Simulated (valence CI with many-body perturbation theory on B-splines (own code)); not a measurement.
## E1 line list for Tl⁸⁺

Level of theory: relativistic CI+MBPT: five valence electrons over a frozen Dirac-Fock core [Xe] 4f14, a basis of 7 s, 7 p, 8 d, 6 f, 4 g, 1 h functions for each j, with the one-electron correlation potential Σ1, the two-electron term Σ2, the three-electron term Σ3, Breit, model QED; selected CI, second order for the rest, scaled by the run's own slope (own B-spline code, finite nucleus).

No measured spectrum was set against this ion. As an estimate, terms of the open shell hold to 2 to 4 % of their energy, and close levels can change places; different configurations can be misplaced against each other by 1,000 to 8,000 cm⁻¹. Among the levels kept, up to 1200 cm⁻¹ of a level comes from second order outside the variational space, and about a tenth of that is noise between levels of different J, which matters for small intervals. The list stops below the first excitations out of the core.

Lines 51 to 100 of 386 in falling wavelength, among levels below 45.733 eV, chosen from the strongest by gf and those to the six lowest levels. Wavelengths and rates use the calculated energies, so an error of 2000 cm⁻¹ moves a line at 342.6 nm by 6.9 % and its rate by three times that or more. Electric multipoles are in the length gauge, E1 and E2 with the static RPA response of the core. Weak lines are less certain than strong ones. Lines between different terms over intervals too small for the method are left out, as are lines whose strength nearly cancels. Where a level lies close to another of its J and parity, the split of strength between their lines is uncertain. The highest levels of a list are the least certain.

Levels are named by their leading jj configuration (3d3/2^4 stands for four electrons in 3d with j = 3/2), which in mixed levels can hold well under half, so a name can repeat and another be missing. Letters in brackets count levels of one name in rising energy.

```csv
λ vac (nm),Upper,Lower,A (s⁻¹),log gf,Branch %
342.6,(5d3/2^3 5d5/2 6p1/2) J=3/2 [a],(5d3/2^2 5d5/2^2 6s) J=3/2 [e],2.60e+03,-4.74,0.0
341.7,(5d3/2^3 5d5/2 6p1/2) J=7/2,(5d5/2^4 6s) J=9/2,1.45e+02,-5.69,0.0
339.7,(5d3/2^3 5d5/2 6p1/2) J=1/2,(5d3/2 5d5/2^3 6s) J=1/2 [b],2.38e+03,-5.08,0.0
339.7,(5d3/2^3 5d5/2 6p1/2) J=7/2,(5d3/2 5d5/2^3 6s) J=5/2 [d],3.69e+02,-5.29,0.0
333.1,(5d3/2^3 5d5/2 6p1/2) J=9/2,(5d5/2^4 6s) J=9/2,1.46e+03,-4.61,0.0
332.2,(5d3/2^3 5d5/2 6p1/2) J=5/2 [b],(5d3/2 5d5/2^3 6s) J=7/2 [e],1.36e+03,-4.87,0.0
329.3,(5d3/2^3 5d5/2 6p1/2) J=3/2 [a],(5d3/2 5d5/2^3 6s) J=5/2 [b],4.97e+01,-6.49,0.0
327.8,(5d3/2^3 5d5/2 6p1/2) J=7/2,(5d3/2 5d5/2^3 6s) J=7/2 [d],1.86e+02,-5.62,0.0
320.0,(5d3/2^3 5d5/2 6p1/2) J=3/2 [a],(5d3/2 5d5/2^3 6s) J=3/2 [b],4.54e+03,-4.55,0.0
319.9,(5d3/2^3 5d5/2 6p1/2) J=9/2,(5d3/2 5d5/2^3 6s) J=7/2 [d],3.32e+03,-4.29,0.0
314.7,(5d3/2^4 6p1/2) J=1/2,(5d3/2^2 5d5/2^2 6s) J=3/2 [d],5.44e+03,-4.79,0.0
311.3,(5d3/2^3 5d5/2 6p1/2) J=3/2 [a],(5d3/2 5d5/2^3 6s) J=1/2 [b],2.54e+03,-4.83,0.0
300.2,(5d3/2^3 5d5/2 6p1/2) J=5/2 [b],(5d3/2 5d5/2^3 6s) J=5/2 [d],2.17e+02,-5.75,0.0
297.3,(5d3/2^3 5d5/2 6p1/2) J=5/2 [b],(5d3/2 5d5/2^3 6s) J=3/2 [c],1.03e+03,-5.09,0.0
291.0,(5d3/2^3 5d5/2 6p1/2) J=5/2 [b],(5d3/2 5d5/2^3 6s) J=7/2 [d],6.32e+03,-4.32,0.0
276.2,(5d3/2^3 5d5/2 6p1/2) J=5/2 [a],(5d3/2 5d5/2^3 6s) J=5/2 [c],2.61e+02,-5.75,0.0
270.6,(5d3/2^3 5d5/2 6p1/2) J=3/2 [b],(5d3/2 5d5/2^3 6s) J=5/2 [c],5.19e+03,-4.64,0.0
265.3,(5d3/2^3 5d5/2 6p1/2) J=5/2 [a],(5d3/2^2 5d5/2^2 6s) J=3/2 [e],2.94e+04,-3.73,0.0
261.3,(5d3/2^3 5d5/2 6p1/2) J=3/2 [a],(5d3/2^2 5d5/2^2 6s) J=5/2 [g],8.80e+01,-6.44,0.0
260.2,(5d3/2^3 5d5/2 6p1/2) J=1/2,(5d3/2 5d5/2^3 6s) J=3/2 [a],7.04e+03,-4.84,0.0
260.1,(5d3/2^3 5d5/2 6p1/2) J=3/2 [b],(5d3/2^2 5d5/2^2 6s) J=3/2 [e],1.48e+04,-4.22,0.0
257.2,(5d3/2^3 5d5/2 6p1/2) J=5/2 [a],(5d3/2 5d5/2^3 6s) J=5/2 [b],1.33e+03,-5.10,0.0
252.4,(5d3/2^3 5d5/2 6p1/2) J=3/2 [b],(5d3/2 5d5/2^3 6s) J=5/2 [b],3.96e+01,-6.82,0.0
251.5,(5d3/2^3 5d5/2 6p1/2) J=5/2 [a],(5d3/2 5d5/2^3 6s) J=3/2 [b],3.64e+03,-4.68,0.0
251.1,(5d3/2^3 5d5/2 6p1/2) J=5/2 [a],(5d3/2 5d5/2^3 6s) J=7/2 [c],2.70e+01,-6.82,0.0
246.9,(5d3/2^3 5d5/2 6p1/2) J=3/2 [b],(5d3/2 5d5/2^3 6s) J=3/2 [b],2.45e+02,-6.05,0.0
246.4,(5d3/2^3 5d5/2 6p1/2) J=7/2,(5d3/2 5d5/2^3 6s) J=5/2 [c],1.40e+03,-4.99,0.0
245.8,(5d3/2^3 5d5/2 6p1/2) J=1/2,(5d3/2 5d5/2^3 6s) J=1/2 [a],3.96e+02,-6.14,0.0
243.2,(5d3/2^3 5d5/2 6p1/2) J=3/2 [a],(5d3/2 5d5/2^3 6s) J=3/2 [a],4.10e+03,-4.84,0.0
241.7,(5d3/2^3 5d5/2 6p1/2) J=3/2 [b],(5d3/2 5d5/2^3 6s) J=1/2 [b],3.32e+04,-3.93,0.0
236.0,(5d3/2^4 6p1/2) J=1/2,(5d3/2^2 5d5/2^2 6s) J=3/2 [c],9.97e+03,-4.78,0.0
231.2,(5d3/2^3 5d5/2 6p1/2) J=7/2,(5d3/2 5d5/2^3 6s) J=5/2 [b],1.68e+03,-4.97,0.0
230.6,(5d3/2^3 5d5/2 6p1/2) J=3/2 [a],(5d3/2 5d5/2^3 6s) J=1/2 [a],1.23e+03,-5.41,0.0
226.2,(5d3/2^3 5d5/2 6p1/2) J=5/2 [a],(5d3/2^2 5d5/2^2 6s) J=7/2 [e],1.87e+04,-4.07,0.0
226.2,(5d3/2^3 5d5/2 6p1/2) J=7/2,(5d3/2 5d5/2^3 6s) J=7/2 [c],7.01e+02,-5.37,0.0
225.4,(5d3/2^3 5d5/2 6p1/2) J=3/2 [a],(5d3/2 5d5/2^3 6s) J=5/2 [a],7.63e+02,-5.63,0.0
225.0,(5d3/2^3 5d5/2 6p1/2) J=5/2 [b],(5d3/2 5d5/2^3 6s) J=5/2 [c],2.86e+03,-4.89,0.0
224.8,(5d3/2^3 5d5/2 6p1/2) J=1/2,(5d3/2^2 5d5/2^2 6s) J=3/2 [d],3.20e+04,-4.31,0.0
222.4,(5d3/2^3 5d5/2 6p1/2) J=9/2,(5d3/2 5d5/2^3 6s) J=7/2 [c],4.10e+01,-6.52,0.0
217.7,(5d3/2^3 5d5/2 6p1/2) J=5/2 [b],(5d3/2^2 5d5/2^2 6s) J=3/2 [e],3.34e+04,-3.85,0.0
213.8,(5d3/2^3 5d5/2 6p1/2) J=5/2 [a],(5d3/2^2 5d5/2^2 6s) J=5/2 [g],3.53e+02,-5.84,0.0
212.2,(5d3/2^3 5d5/2 6p1/2) J=5/2 [b],(5d3/2 5d5/2^3 6s) J=5/2 [b],7.06e+04,-3.54,0.0
212.0,(5d3/2^3 5d5/2 6p1/2) J=3/2 [a],(5d3/2^2 5d5/2^2 6s) J=3/2 [d],1.96e+04,-4.28,0.0
210.5,(5d3/2^3 5d5/2 6p1/2) J=3/2 [b],(5d3/2^2 5d5/2^2 6s) J=5/2 [g],2.95e+04,-4.11,0.0
208.3,(5d3/2^3 5d5/2 6p1/2) J=5/2 [b],(5d3/2 5d5/2^3 6s) J=3/2 [b],4.89e+03,-4.72,0.0
208.0,(5d3/2^3 5d5/2 6p1/2) J=5/2 [b],(5d3/2 5d5/2^3 6s) J=7/2 [c],1.13e+04,-4.36,0.0
205.8,(5d3/2^3 5d5/2 6p1/2) J=7/2,(5d3/2^2 5d5/2^2 6s) J=7/2 [e],1.12e+05,-3.25,0.0
204.5,(5d3/2^3 5d5/2 6p1/2) J=3/2 [a],(5d3/2^2 5d5/2^2 6s) J=5/2 [f],3.72e+02,-6.03,0.0
204.1,(5d3/2^4 6p1/2) J=1/2,(5d3/2^2 5d5/2^2 6s) J=1/2 [b],1.12e+04,-4.85,0.0
202.6,(5d3/2^3 5d5/2 6p1/2) J=9/2,(5d3/2^2 5d5/2^2 6s) J=7/2 [e],2.71e+03,-4.78,0.0
```
